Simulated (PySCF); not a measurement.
Bonds (- single, = double, # triple, : aromatic): C1-C2, C2-C3, C3:C4, C4:C5, C5:C6, C6:C7, C7-F8, C7:P9, P9:C3. C1 carries H10, H11, H12; C2 carries H13, H14; C4 carries H15; C5 carries H16; C6 carries H17.

- GIAO PBE0/pcSseg-1 shieldings
- GFN2-xTB structure
- run in PySCF
- relativity neglected, gas phase, fast rotation and ring inversion assumed for equivalent nuclei, a single conformation

Predict the 2D correlation tables (HSQC, COSY, HMBC).

Answers



HSQC (one-bond C–H):
```csv
δH,δC
7.79 (H16),137.9 (C5)
7.74 (H15),134.6 (C4)
7.63 (H17),124.6 (C6)
3.04 (H13/H14),38.7 (C2)
1.33 (H10/H11/H12),26.3 (C1)
```

COSY cross peaks (H two or three bonds apart, from the bond graph; peaks can be absent where the dihedral angle is near 90°):
```csv
δH,δH
7.79 (H16),7.74 (H15)
7.79 (H16),7.63 (H17)
3.04 (H13/H14),1.33 (H10/H11/H12)
```

HMBC (two and three bonds, from the bond graph):
```csv
δH,δC
7.79 (H16),"211.9 (C7), 191.3 (C3), 134.6 (C4), 124.6 (C6)"
7.74 (H15),"191.3 (C3), 137.9 (C5), 124.6 (C6), 38.7 (C2)"
7.63 (H17),"211.9 (C7), 137.9 (C5), 134.6 (C4)"
3.04 (H13/H14),"191.3 (C3), 134.6 (C4), 26.3 (C1)"
1.33 (H10/H11/H12),"191.3 (C3), 38.7 (C2)"
```

Referencing at the same level of theory: $^{1}$H (σref 31.72) and $^{13}$C (σref 186.93) vs TMS.

Short H···H contacts in this conformer between protons four or more bonds apart (candidates for NOE cross peaks, intensity ∝ r⁻⁶): H13···H15 2.38 Å.

Shifts are as computed. Against solution values, carbons near 30 ppm lie about +3 ppm off and those near 130 ppm about +5 ppm. Of 1211 compounds with measured shifts, 218 miss one by over three times the rms of a fit or turn the order of signals round; such compounds aren't used in these exercises.
